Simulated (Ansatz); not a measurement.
Consider the cleavage of the Si–Si bond: `N[Si]([SiH3])(Cl)Cl` + `[OH][Ga]([Cl])[Cl]` → `[SiH3][O][Ga]([Cl])[Cl]` + `N[SiH](Cl)Cl`.

Isolated molecules relaxed with PBE0-D4/def2-TZVP in Ansatz; ΔE leaves out vibrations. CBS: MP2 limit from def2 TZ/QZ plus the TZ coupled-cluster correction, frozen cores. Functionals use def2-TZVPP. B3LYP here is the variant with VWN-RPA as its local correlation; programs differ in this. For Ga outer-core shells are correlated without core-valence functions, which leaves a few kJ/mol of doubt a bond. Scalar relativity is left out up to krypton. One conformer a species, not always the lowest.

| level | ΔE (kJ/mol) | difference from CCSD(T)/CBS |
| --- | --- | --- |
| PBE0-D4 | -80.3 | 18.7 |
| r2SCANh-D4 | -93.1 | 5.9 |
| BHLYP-D4 | -109.8 | -10.8 |
| revPBE | -70.8 | 28.2 |
| BLYP | -91.4 | 7.6 |
| B3LYP | -99.4 | -0.4 |
| r2SCANh | -93.8 | 5.2 |
| r2SCAN0 | -97.1 | 1.9 |
| BHLYP | -113.6 | -14.6 |
| CAM-B3LYP | -106.5 | -7.5 |
| LC-ωPBE | -92.0 | 7.0 |
| RPA@PBE/def2-TZVPP | -102.9 | -3.9 |
| MP2/def2-TZVPP | -107.0 | -8.0 |
| SCS-MP2/def2-TZVPP | -112.7 | -13.7 |
| SCS-MP2/def2-QZVPP | -112.1 | -13.1 |
| CCSD/CBS(def2) | -103.6 | -4.6 |
| CCSD(T)/CBS | -99.0 | 0 |

Largest T1 diagnostic among the species: 0.012.

In def2-TZVPP, CCSD(T) changes the Hartree–Fock value by +30.3 kJ/mol (the triples alone add +4.6 kJ/mol) and MP2 by +24.8 kJ/mol. From r2SCAN to r2SCAN0 (25 % exact exchange), in def2-TZVPP and without D4, ΔE moves by −5.7 kJ/mol.

CCSD(T)/CBS has its own doubt, a few kJ/mol and more with outer-core shells, so smaller differences from it don't rank the levels.
